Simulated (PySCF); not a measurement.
but-1-en-3-yne (C4H4), SMILES C#CC=C. The structure is a stationary point at PBE0-D3(BJ)/def2-SVP.

Calculation: PySCF with PBE0-D3(BJ)/def2-SVP.

Harmonic wavenumbers (cm⁻¹): 223, 328, 554, 681, 700, 709, 904, 955, 1009, 1099, 1299, 1418, 1702, 2232, 3170, 3180, 3285, 3490. Rotational constants (GHz): 50.97, 4.699, 4.302; symmetry number 1.

Problem. Work out the zero-point energy and the ideal-gas rigid-rotor harmonic-oscillator thermochemistry at 298.15 K and 1 atm.

Solution. ZPE = ½ Σ hcν = ½ × 26939 cm⁻¹ = 38.51 kcal/mol. H − E(el) = 41.90 kcal/mol. Entropy in cal/(mol K): translation 37.77, rotation 23.26, vibration 5.12, total 66.15. G − E(el) = 22.17 kcal/mol. Cp = 16.87 cal/(mol K).
